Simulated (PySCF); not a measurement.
# A thermochemical cycle for GeO

PBE in PySCF with def2-TZVPPD on every atom, for the lowest determinant that a PBE0 search found; no spin–orbit coupling. GeO, a singlet (closed shell), has De = 7.35 eV to neutral atoms, and GeO⁺, a doublet (π ↑), has De = 4.22 eV to Ge⁺ + O.

The adiabatic ionisation energy of GeO, between the minima, is 11.03 eV.

Which ionisation energy of the Ge atom does this level give?

IE(Ge) = IE(molecule) + De(ion) − De(neutral) = 11.03 + 4.22 − 7.35 = 7.90 eV; the measured value is 7.899 eV (NIST ASD).

Spin–orbit coupling is left out. For an ion De counts to the pair picked by the measured ionisation energies or electron affinities, which need not be the lowest pair at this level. States were picked by a PBE0 search and need not be the measured ground states.
